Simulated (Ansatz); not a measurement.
Reactions of `C[O][AlH][SH]`.

Isolated molecules relaxed with PBE0-D4/def2-TZVP in Ansatz; ΔE leaves out vibrations. CCSD(T)/CBS adds triple-zeta CCSD(T) − MP2 to the extrapolated MP2 energy (def2 sets, frozen cores). This one scheme is used for every species. DFT in def2-TZVPP. For Ge outer-core shells are correlated without core-valence functions, which leaves a few kJ/mol of doubt a bond. Scalar relativity is left out up to krypton. One conformer a species, not always the lowest.

```csv
reaction,CCSD/CBS(def2) (kJ/mol),MP2/CBS(def2) (kJ/mol),r2SCAN-D4 (kJ/mol)
2 `C[O][AlH][SH]` → `C[O][AlH][O]C` + `[SH][AlH][SH]`,1,1,2
`C[O][AlH][SH]` + H–F → `[F][AlH][SH]` + CH₃OH,-51,-47,-52
`C[O][AlH][SH]` + `C[SiH2]C` → `C[SiH2][CH2][AlH][SH]` + CH₃OH,122,120,122
`C[O][AlH][SH]` + `C[S][GeH2][Cl]` → `C[S][GeH]([CH3])[Cl]` + `[OH][AlH][SH]`,-95,-106,-90
`C[O][AlH][SH]` + H₂ → `C[O][AlH2]` + H₂S,96,109,106
```

(1) Give the CCSD(T)/CBS values in the same order. (Best estimate.)

Largest T1 diagnostic: 0.012, for `C[O][AlH2]`.

Answers

(1) The calculation gave: 1, -49, 119, -97, 100 kJ/mol.
